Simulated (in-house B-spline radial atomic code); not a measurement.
Ionising the tungsten ion W²⁺ with different functionals

Computed with a B-spline radial code for spherical atoms: scalar-relativistic (spin-free X2C) Hamiltonian, Fermi nucleus of rms radius 5.3658 fm, spin-polarised at highest spin, spherical fractional occupations for the functionals, and exact exchange of hybrids averaged over the configuration. The ionisation energy is the difference of two self-consistent energies, [Xe] 4f14 5d4 → [Xe] 4f14 5d3, without Breit or QED terms; ε is the level of the shell that loses the electron (its least bound occupied spin orbital). There is no spin-orbit coupling in this Hamiltonian.

| method | rung | ΔSCF (eV) | -ε(5d) (eV) |
| --- | --- | --- | --- |
| PBE0 | global hybrid | 26.33 | 22.38 |
| B3LYP | global hybrid | 26.26 | 21.98 |
| TPSSh | global hybrid | 26.29 | 21.43 |
| M06-2X | global hybrid | 25.98 | 23.81 |
| BHandHLYP | global hybrid | 25.99 | 23.56 |
| r2SCAN0 | global hybrid | 26.45 | 22.53 |
| B97-1 | global hybrid | 26.08 | 21.89 |
| HSE06 | range-separated hybrid | 26.31 | 21.95 |
| wB97X | range-separated hybrid | 25.81 | 24.46 |
| CAM-B3LYP | range-separated hybrid | ? | ? |
| LC-wPBE | range-separated hybrid | ? | ? |

**Question.** What does LC-wPBE give?

**Answer.** ΔSCF 26.16 eV, and -ε(5d) = 25.12 eV.

**Question.** What does CAM-B3LYP give?

**Answer.** ΔSCF 26.17 eV, and -ε(5d) = 23.65 eV.

**Question.** Among the functionals, which spreads more, the ΔSCF values or the orbital energies?

**Answer.** The orbital energies: ΔSCF values span about 0.64 eV and the orbital energies 3.69 eV; here energy differences depend much less on the functional than eigenvalues do.

**Question.** How do they compare with the NIST value?

**Answer.** NIST lists 26.0 eV ± 0.4 (semi-empirical, ground level to ground level). Errors run from -0.19 to +0.45 eV; all lie within about twice that uncertainty, so the table can't rank the methods.
